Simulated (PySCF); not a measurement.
## Atomic charges by several schemes

C₆H₁₃OP.
Structure used (GFN2-xTB), in Å, numbered top down from 1:
```
atom  x, y, z in Å
C1    -0.846    1.357    0.175
C2    -0.570   -0.136    0.342
C3    -1.409   -0.917   -0.675
C4    -0.930   -0.571    1.766
C5     0.887   -0.480    0.073
C6     2.058    0.526    0.308
P7     1.745    0.080   -1.413
O8     1.256    1.011   -2.436
H9    -0.466    1.710   -0.779
H10   -1.918    1.538    0.205
H11   -0.389    1.933    0.977
H12   -1.148   -0.596   -1.683
H13   -2.470   -0.741   -0.516
H14   -1.221   -1.986   -0.591
H15   -0.806   -1.646    1.886
H16   -0.292   -0.069    2.490
H17   -1.965   -0.320    1.987
H18    1.135   -1.485    0.399
H19    1.775    1.530    0.590
H20    2.900    0.148    0.868
H21    2.663   -0.869   -1.820
```

Density: PBE0/pcSseg-1 (PySCF); schemes: Mulliken, IAO, Hirshfeld and ESP-fitted. Geometry: GFN2-xTB; no solvent, vibrations or thermal averaging.

What partial charge does each atom carry?

In e; atoms taken as equivalent share a row and are averaged (×n: the atom named and its like, n in all):

```tsv
atom	environment	Mulliken	IAO	Hirshfeld	ESP-fitted
C1/C3/C4	methyl carbon	-0.152	-0.418	-0.120	-0.538
C2	quaternary sp3 carbon	-0.565	+0.061	+0.029	+0.687
C5	sp3 carbon bound to phosphorus	-0.350	-0.364	-0.067	-0.299
C6	sp3 carbon bound to phosphorus	-0.379	-0.550	-0.132	-0.479
P7	phosphoryl phosphorus	+0.796	+1.327	+0.394	+0.604
O8	phosphoryl oxygen	-0.592	-0.882	-0.376	-0.548
H9 (×9)	methyl hydrogen	+0.115	+0.138	+0.038	+0.127
H18	methine hydrogen	+0.140	+0.151	+0.047	+0.125
H19	methylene hydrogen	+0.168	+0.168	+0.054	+0.185
H20	methylene hydrogen	+0.153	+0.163	+0.049	+0.170
H21	P–H hydrogen	+0.053	-0.066	+0.017	+0.029
```

Mean size of the charges over all atoms: IAO 0.297 e, ESP-fitted 0.280 e, Mulliken 0.223 e, Hirshfeld 0.089 e. Each set sums to the total charge, 0, to within 0.001 e. The ESP scheme fits charges at the nuclei, held to the total charge, to the electrostatic potential on points at 1.4 to 2.0 times the van der Waals radii. The IAO scheme counts the electrons in orthogonalised intrinsic atomic orbitals, a minimal basis polarised so that it spans the occupied orbitals exactly.

Some averages cover members that differ in this geometry: C1/C3/C4, ESP-fitted -0.601 to -0.488; C1/C3/C4, Mulliken -0.180 to -0.132; H9 (×9), ESP-fitted +0.111 to +0.154; H9 (×9), Mulliken +0.102 to +0.143 e.

Lowest charge. All schemes agree: Mulliken O8 (-0.592); IAO O8 (-0.882); Hirshfeld O8 (-0.376); ESP-fitted O8 (-0.548).

Highest charge. The schemes don't all agree: Mulliken P7 (+0.796); IAO P7 (+1.327); Hirshfeld P7 (+0.394); ESP-fitted C2 (+0.687).

How closely do the schemes follow one another over all atoms?

Correlation coefficient and root-mean-square difference: IAO with Hirshfeld 0.98, 0.292 e; Mulliken with IAO 0.87, 0.221 e; Mulliken with Hirshfeld 0.85, 0.195 e; IAO with ESP-fitted 0.84, 0.229 e; Hirshfeld with ESP-fitted 0.82, 0.251 e; Mulliken with ESP-fitted 0.53, 0.315 e.

How many electrons does the IAO scheme count on C6?

Z − q = 6 − (-0.550) = 6.550.

Sum the charges by element, for elements with more than one atom.

```json
{"element": "C", "atoms": "6", "Mulliken": "-1.750", "IAO": "-2.107", "Hirshfeld": "-0.530", "ESP-fitted": "-1.705"}
{"element": "H", "atoms": "13", "Mulliken": "+1.546", "IAO": "+1.662", "Hirshfeld": "+0.512", "ESP-fitted": "+1.649"}
```

These values come from a run that also computed NMR shieldings. Hardware: Arm Neoverse V1, one thread, no GPU, shared host. Cost: 45 s of wall time.
